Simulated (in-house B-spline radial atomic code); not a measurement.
Configurations of Cl VII (Cl6+), with energies counted from [Ne] 3s1. Computed with a radial B-spline atomic code at the basis-set limit: non-relativistic BHandHLYP, spin-polarised, spherical fractional occupations, exact exchange averaged over the configuration, point nucleus. Shells without spins written out take the highest spin.

Occupations are held fixed; configurations that lie above the ionisation limit could autoionise.

```json
{"configuration": "[Ne] 4d1", "E - E(ref) (eV)": "70.294", "highest orbital": "4d up", "its <r> (bohr)": "2.8"}
{"configuration": "[He] 2s2 2p5 3s2", "E - E(ref) (eV)": "204.01", "highest orbital": "3s down", "its <r> (bohr)": "1.234"}
{"configuration": "[He] 2s2 2p5 3s1 3p1", "E - E(ref) (eV)": "215.48", "highest orbital": "3p up", "its <r> (bohr)": "1.255"}
{"configuration": "[He] 2s2 2p5 3s1 4d1", "E - E(ref) (eV)": "277.49", "highest orbital": "4d up", "its <r> (bohr)": "2.69"}
{"configuration": "[He] 2s2 2p5 3s1 4f1", "E - E(ref) (eV)": "280.75", "highest orbital": "4f up", "its <r> (bohr)": "2.459"}
{"configuration": "[He] 2s1 2p6 3s1 4p1", "E - E(ref) (eV)": "332.64", "highest orbital": "4p up", "its <r> (bohr)": "2.574"}
```

Question: Order these further configurations by energy, lowest first.
A. [He] 2s1 2p6 3s2
B. [Ne] 3p1
C. [He] 2s1 2p6 3s1 3p1
D. [He] 2s1 2p6 3s1 3d1
E. [He] 2s1 2p6 3s1 4d1

Answer: B (14.994 eV), A (267.32 eV), C (278.36 eV), D (300.61 eV), E (340.03 eV).

Question: How far above the reference does [He] 2s1 2p6 3s1 4f1 lie?

Answer: 343.26 eV; its least bound orbital is 4f up with <r> = 2.459 bohr.
